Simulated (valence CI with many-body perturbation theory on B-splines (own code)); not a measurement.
V¹⁷⁺: electric-dipole lines

Computed by configuration interaction combined with many-body perturbation theory (CI+MBPT): four valence electrons over a frozen Dirac-Fock core [He], radial functions for each j: 11 s, 11 p, 10 d, 8 f, 5 g, 2 h, with the one-electron correlation potential Σ1 (screened to all orders), the two-electron term Σ2, the three-electron term Σ3, Breit, model QED; selected single and double excitations, second order for the rest, scaled by the run's own slope (own B-spline code, finite nucleus).

No measured spectrum was set against this ion. As an estimate, levels of excited configurations hold to 0.05 to 0.15 % of their energy, terms of the ground configuration to about 0.5 %. Among the levels kept, up to 850 cm⁻¹ of a level comes from second order outside the variational space, and about a tenth of that is noise between levels of different J, which matters for small intervals.

Lines 51 to 100 of 551 in falling wavelength, among levels below 65.248 Ry, chosen from the strongest by gf and those to the six lowest levels. Wavelengths and rates use the calculated energies, so an error of 400 cm⁻¹ moves a line at 582.8 Å by 0.23 % and its rate by three times that or more. Electric multipoles are in the length gauge with retardation, E1 and E2 with the static RPA response of the core. Weak lines are less certain than strong ones. Lines between different terms over intervals too small for the method are left out, as are lines whose strength nearly cancels. Where a level lies close to another of its J and parity, the split of strength between their lines is uncertain. The highest levels of a list are the least certain.

Names give the largest LS component (configuration and term), which can be under half, so a name can repeat, a term be missing and a line seem to break the LS rules; names also repeat where a configuration has a term twice. Letters in brackets count levels of one name in rising energy.

```tsv
λ vac (Å)	Upper	Lower	A (s⁻¹)	S (a.u.)
582.8	2s2p²3d ⁵D_4	2s2p²3p ⁵P°_3	7.68e+08	6.75e-01
581.4	2s2p²3d ⁵D_4	2s2p²3p ⁵D°_4	4.12e+08	3.60e-01
580.6	2s2p²3d ¹F_3 [b]	2s2p²3p ¹D°_2 [b]	9.83e+08	6.65e-01
578.2	2s2p²3d ³G_4	2s2p²3p ³F°_3	1.12e+09	9.58e-01
577.8	2p³3d ⁵D°_1	2p³3p ⁵P_1	9.57e+08	2.73e-01
577.6	2s2p²3d ⁵D_3	2s2p²3p ⁵P°_2	7.69e+08	5.12e-01
577.3	2p³3d ⁵D°_2	2p³3p ⁵P_1	4.72e+08	2.24e-01
577.0	2s2p²3p ³F°_3	2s2p²3s ³D_2	1.23e+09	8.16e-01
574.7	2s2p²3d ⁵F_1	2s2p²3p ⁵D°_0	6.40e+08	1.80e-01
574.3	2s²2p3p ³D_3	2s²2p3s ³P°_2	1.26e+09	8.21e-01
570.9	2s2p²3p ³D°_1 [c]	2s2p²3s ³S_1	7.19e+08	1.98e-01
568.4	2s2p²3d ¹D_2 [c]	2s2p²3p ¹P°_1 [c]	7.99e+08	3.62e-01
567.8	2s²2p3d ³F°_4	2s²2p3p ³D_3	1.14e+09	9.30e-01
564.5	2s2p²3d ³D_3 [e]	2s2p²3p ³P°_2 [d]	7.03e+08	4.37e-01
564.3	2s2p²3d ³F_4 [b]	2s2p²3p ³F°_4	3.46e+08	2.77e-01
564.0	2s2p²3p ⁵D°_4	2s2p²3s ⁵P_3	1.54e+09	1.22e+00
562.7	2s2p²3p ⁵P°_3	2s2p²3s ⁵P_3	1.25e+09	7.69e-01
562.4	2s2p²3d ⁵F_2	2s2p²3p ⁵D°_1	6.97e+08	3.06e-01
561.7	2s2p²3d ³F_2 [c]	2s2p²3p ³D°_1 [c]	9.58e+08	4.19e-01
559.9	2s2p²3p ³P°_2 [d]	2s2p²3s ³P_2 [b]	1.17e+09	5.08e-01
559.2	2s2p²3p ⁵D°_3	2s2p²3s ⁵P_2	1.43e+09	8.65e-01
557.9	2s2p²3p ³S°_1 [b]	2s2p²3s ³P_2 [b]	1.24e+09	3.18e-01
557.9	2s2p²3p ³P°_2 [c]	2s2p²3s ³P_1 [b]	1.30e+09	5.56e-01
557.5	2s2p²3d ¹D_2 [b]	2s2p²3p ³P°_1 [d]	6.92e+08	2.96e-01
554.4	2s2p²3p ³P°_1 [c]	2s2p²3s ³P_0 [b]	7.14e+08	1.80e-01
553.4	2s2p²3d ⁵D_3	2s2p²3p ⁵D°_3	3.14e+08	1.84e-01
551.5	2s²2p3d ³F°_3	2s²2p3p ³D_2	1.22e+09	7.06e-01
551.0	2s2p²3p ³F°_4	2s2p²3s ³D_3	1.69e+09	1.25e+00
550.1	2s2p²3p ⁵D°_2	2s2p²3s ⁵P_1	1.14e+09	4.68e-01
548.9	2s2p²3d ³D_2 [c]	2s2p²3p ³P°_1 [c]	1.12e+09	4.58e-01
544.2	2s²2p3p ³D_2	2s²2p3s ³P°_1	1.35e+09	5.39e-01
543.1	2s²2p3d ³D°_3	2s²2p3p ³P_2	8.30e+08	4.59e-01
542.1	2s2p²3d ³G_3	2s2p²3p ³F°_2	1.13e+09	6.20e-01
541.0	2s2p²3d ³D_2 [d]	2s2p²3p ¹P°_1 [b]	7.97e+08	3.11e-01
539.9	2s2p²3p ¹D°_2 [a]	2s2p²3s ³D_1	5.36e+08	2.08e-01
539.6	2s2p²3p ⁵P°_1	2s2p²3s ⁵P_2	1.03e+09	2.41e-01
536.4	2s2p²3p ⁵P°_2	2s2p²3s ⁵P_2	7.82e+08	2.98e-01
532.5	2s²2p3p ³S_1	2s²2p3s ³P°_2	1.48e+09	3.30e-01
530.4	2s²2p3d ¹D°_2 [b]	2s²2p3p ³P_1	9.70e+08	3.57e-01
530.2	2s2p²3p ³D°_1 [b]	2s2p²3s ³D_2	6.99e+08	1.54e-01
528.9	2s²2p3p ¹P_1	2s²2p3s ³P°_0	1.05e+09	2.31e-01
528.9	2s2p²3d ³D_3 [e]	2s2p²3p ³D°_3 [c]	4.01e+08	2.05e-01
526.8	2s2p²3d ¹G_4	2s2p²3p ³D°_3 [b]	3.20e+08	2.08e-01
526.5	2s2p²3p ³D°_2 [c]	2s2p²3s ³S_1	1.61e+09	5.81e-01
526.4	2s²2p3d ¹D°_2 [a]	2s²2p3p ¹P_1	1.23e+09	4.44e-01
524.3	2s2p²3d ³D_3 [b]	2s2p²3p ¹D°_2 [a]	4.04e+08	2.01e-01
523.7	2s2p²3d ⁵P_3	2s2p²3p ⁵P°_3	9.23e+08	4.58e-01
522.5	2s2p²3p ³P°_1 [c]	2s2p²3s ³S_1	7.35e+08	1.55e-01
521.5	2s2p²3d ³F_4 [a]	2s2p²3p ³D°_3 [a]	1.53e+09	9.63e-01
521.1	2s2p²3p ³D°_1 [b]	2s2p²3s ³D_1	7.62e+08	1.60e-01
```
